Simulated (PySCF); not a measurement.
## A small calculation by hand: entropy of an ideal gas

C₄H₂F₂O₂, SMILES FC1=C(F)C(=O)CO1.

Geometry optimised at PBE-D3(BJ)/def2-SVP. This is a generated structure with no PubChem entry under its InChIKey; it may be hypothetical. The values are those of a single conformer.

PySCF 2.14.0 with PBE-D3(BJ)/def2-SVP gives the harmonic wavenumbers 117, 220, 240, 313, 329, 534, 541, 568, 606, 662, 710, 920, 995, 1020, 1137, 1147, 1209, 1321, 1387, 1451, 1707, 1796, 3018, 3086 cm⁻¹ and the rotational temperatures 0.1521, 0.0986, 0.0603 K. The molar mass is 120.05 g/mol, the symmetry number 1, the spin multiplicity 1.

Task: Work out the entropy at 298.15 K and 1 atm in the rigid-rotor, harmonic-oscillator model.

Result: 
Translation (Sackur–Tetrode at 1 atm): S = R[1.5 ln M + 2.5 ln T − 1.16487] = 168.5 J/(mol K).
Rotation: q = (√π/σ) T^1.5/√(θA θB θC) = 303000, S = R[ln q + 3/2] = 117.4 J/(mol K).
Vibration: with u = 1.4388 ν/T, each mode gives R[u/(e^u − 1) − ln(1 − e^−u)]:
```json
[
 {"ν (cm⁻¹)": "117", "modes": "1", "u": "0.56", "S (J/(mol K))": "13.18"},
 {"ν (cm⁻¹)": "220", "modes": "1", "u": "1.06", "S (J/(mol K))": "8.20"},
 {"ν (cm⁻¹)": "240", "modes": "1", "u": "1.16", "S (J/(mol K))": "7.54"},
 {"ν (cm⁻¹)": "313", "modes": "1", "u": "1.51", "S (J/(mol K))": "5.63"},
 {"ν (cm⁻¹)": "329", "modes": "1", "u": "1.59", "S (J/(mol K))": "5.29"},
 {"ν (cm⁻¹)": "534", "modes": "1", "u": "2.58", "S (J/(mol K))": "2.42"},
 {"ν (cm⁻¹)": "541", "modes": "1", "u": "2.61", "S (J/(mol K))": "2.36"},
 {"ν (cm⁻¹)": "568", "modes": "1", "u": "2.74", "S (J/(mol K))": "2.13"},
 {"ν (cm⁻¹)": "606", "modes": "1", "u": "2.92", "S (J/(mol K))": "1.84"},
 {"ν (cm⁻¹)": "662", "modes": "1", "u": "3.19", "S (J/(mol K))": "1.48"},
 {"ν (cm⁻¹)": "710", "modes": "1", "u": "3.43", "S (J/(mol K))": "1.23"},
 {"ν (cm⁻¹)": "920", "modes": "1", "u": "4.44", "S (J/(mol K))": "0.54"},
 {"ν (cm⁻¹)": "995", "modes": "1", "u": "4.80", "S (J/(mol K))": "0.40"},
 {"ν (cm⁻¹)": "1020", "modes": "1", "u": "4.92", "S (J/(mol K))": "0.36"},
 {"ν (cm⁻¹)": "1137", "modes": "1", "u": "5.49", "S (J/(mol K))": "0.22"},
 {"ν (cm⁻¹)": "1147", "modes": "1", "u": "5.54", "S (J/(mol K))": "0.22"},
 {"ν (cm⁻¹)": "1209", "modes": "1", "u": "5.83", "S (J/(mol K))": "0.17"},
 {"ν (cm⁻¹)": "1321", "modes": "1", "u": "6.37", "S (J/(mol K))": "0.10"},
 {"ν (cm⁻¹)": "1387", "modes": "1", "u": "6.69", "S (J/(mol K))": "0.08"},
 {"ν (cm⁻¹)": "1451", "modes": "1", "u": "7.00", "S (J/(mol K))": "0.06"},
 {"ν (cm⁻¹)": "1707", "modes": "1", "u": "8.24", "S (J/(mol K))": "0.02"},
 {"ν (cm⁻¹)": "1796", "modes": "1", "u": "8.67", "S (J/(mol K))": "0.01"}
]
```
The stiffer modes add less than 0.005 each. Sum 53.5 J/(mol K).
Spin: R ln 1 = 0.0 J/(mol K).
Total 339.4 J/(mol K); the program's own thermochemistry gives 339.4. Translation makes up 50 % and vibration 16 %. Anharmonicity, hindered rotation and orbital degeneracy are left out.
